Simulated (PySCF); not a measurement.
# Ionisation energy of Lu⁵¹⁺ by level of theory

Lu⁵¹⁺ [Ar] 3d2 [3d3/2^2, M_J = 2] → Lu⁵²⁺ [Ar] 3d1 [3d3/2^1, M_J = 3/2], as a difference of total energies. All numbers are calculated (PySCF 2.14, the two-component X2C-1e Hamiltonian, in an uncontracted even-tempered set (15 s from 14 bohr⁻², ratio 2.8; 12 p from 18 bohr⁻², ratio 2.8; 8 d from 18 bohr⁻², ratio 2.8; 3 f from 55 bohr⁻², ratio 3)). Correlated levels: [Ne] frozen; the 72 highest virtual spinors dropped. "Screened" scales the spin-orbit matrix elements by Boettger's factors to mimic the two-electron term; Breit and QED terms are absent.

```
                    method  ionisation energy (eV)
           GHF (spin-free)                  4642.5
          GMP2 (spin-free)                  4642.0
 GHF (screened spin-orbit)                  4675.4
GMP2 (screened spin-orbit)                  4675.1
```

Breit and QED terms and the two-electron picture change are absent.

The spin-free rows relax to the high-spin LS determinant and lack the spin-orbit shift.

The labels give the starting determinants; with spin-orbit coupling the two ends relaxed to ⟨J²⟩ = 6.01, ⟨L²⟩ = 10.16, ⟨S²⟩ = 1.54 and ⟨J²⟩ = 3.75, ⟨L²⟩ = 6.05, ⟨S²⟩ = 0.80.

For comparison: 4673 ± 4 eV (theoretical estimate listed by NIST; NIST Atomic Spectra Database, ionization energies).
